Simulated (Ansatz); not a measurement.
System: SiPH$_{4}$, charge 0, doublet. SiPH4 (SMILES [SiH2]P, doublet).
B3LYP-D3(BJ)/def2-TZVP minimum from Ansatz (a quantum-chemistry and plane-wave program):
```
Si
H 1 1.4892
H 1 1.4892 2 108.42
P 1 2.2575 2 108.18 3 -117.10
H 4 1.4177 1 96.32 2 -73.60
H 4 1.4177 5 94.78 1 96.92
```
Charge 0, spin multiplicity 2.

Total energies in hartree (Ansatz). Open shells are spin-unrestricted; no spin-orbit coupling. Correlated methods leave the cores frozen. No relativity. For partners of very few electrons the exact lower level stands in for a higher one.

```tsv
species	HF/cc-pV(T+d)Z	CCSD(T)/cc-pV(T+d)Z	HF/cc-pV(Q+d)Z	CCSD(T)/cc-pV(Q+d)Z	CCSDT(Q)/cc-pV(T+d)Z
1: SiPH4 (SMILES [SiH2]P, doublet)	-631.99214	-632.31376	-631.99876	-632.33807	-632.31594
2: Si (triplet)	-288.85649	-288.93344	-288.85845	-288.93781	-288.93426
3: P (quartet)	-340.71631	-340.82157	-340.71872	-340.82830	-340.82249
4: H (doublet)	-0.49981	-0.49981	-0.49995	-0.49995	-0.49981
```

Q: Work out the atomisation energy (electronic, to ground-state atoms) in kcal/mol: take Hartree-Fock from cc-pV(Q+d)Z, extrapolate the CCSD(T) correlation energy as X^-3 (X = 3, 4), and add CCSDT(Q) - CCSD(T) in cc-pV(T+d)Z. 1 hartree = 627.51 kcal/mol.

A: 
Species 1: correlation (64·(-0.33931) - 27·(-0.32162))/37 = -0.35222; step -0.00218; E1 = -631.99876 + (-0.35222) + (-0.00218) = -632.35316
Species 2: correlation (64·(-0.07936) - 27·(-0.07695))/37 = -0.08112; step -0.00082; E2 = -288.85845 + (-0.08112) + (-0.00082) = -288.94039
Species 3: correlation (64·(-0.10958) - 27·(-0.10526))/37 = -0.11273; step -0.00092; E3 = -340.71872 + (-0.11273) + (-0.00092) = -340.83237
Species 4: correlation (64·(0.00000) - 27·(0.00000))/37 = 0.00000; step +0.00000; E4 = -0.49995 + (0.00000) + (+0.00000) = -0.49995
-1·E1 +1·E2 +1·E3 +4·E4 = 0.58060 hartree = 364.3 kcal/mol.
